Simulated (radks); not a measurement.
Problem. These are the eigenvalues of the occupied orbitals of an atom or ion with whole-number occupations (hartree). Calculated with a radial shooting solver on a logarithmic mesh with Libxc functionals: non-relativistic Kohn-Sham, r2SCAN, spin-polarised, spherical densities, point nucleus; meta-GGA in the generalised Kohn-Sham scheme.

orbital  eigenvalue
1s up     -199.3521
1s down   -199.1748
2s up     -46.01059

Which element is it, and in what charge state? The configuration may be excited. Open shells, if any, are filled with parallel spins first.

Solution. Z = 21, scandium, charge +18: Sc18+ in [He] 2s1. The list shows which subshells hold electrons but not how many an open one holds; the 1s level, -199.35 hartree, gives Z - s = 20.0 by -(Z - s)^2/2, which with screening narrows Z to a few neighbours, and the depths of the outer levels then fix element, charge and occupations together.
